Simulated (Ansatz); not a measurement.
System: CH7ClFNSi2, charge 0, multiplicity 1. 
Geometry from a B3LYP-D3(BJ)/def2-TZVP (Ansatz, an electronic-structure program) optimisation:
```xyz
13

C      1.6431    -0.8764    -0.8361
Si     0.4500     0.3091    -0.0759
F      0.3339     1.5711    -1.0558
Cl     1.1698     1.0542     1.7073
N     -1.0821    -0.3650     0.2468
Si    -2.0484    -1.4274    -0.7291
H      1.2654    -1.2439    -1.7919
H      2.6002    -0.3850    -1.0154
H      1.8088    -1.7302    -0.1784
H     -1.5203    -0.0228     1.0921
H     -1.2794    -1.7027    -1.9615
H     -2.3256    -2.7026    -0.0268
H     -3.3464    -0.8065    -1.0807
```
Charge 0, spin multiplicity 1.

Basis-set convergence of Hartree-Fock and CCSD correlation energies (hartree) with Ansatz. Correlated levels leave the core frozen unless marked. No spin-orbit coupling. No relativistic terms.

```json
[
 {"basis": "aug-cc-pV(D+d)Z", "functions": "228", "E(HF)": "-1233.44082", "E(corr, CCSD)": "-0.95304"},
 {"basis": "aug-cc-pV(T+d)Z", "functions": "464", "E(HF)": "(withheld)", "E(corr, CCSD)": "(withheld)"}
]
```

Q: Fill in the missing entries.

A: 
- aug-cc-pV(T+d)Z, E(HF): -1233.54289
- aug-cc-pV(T+d)Z, E(corr, CCSD): -1.14958
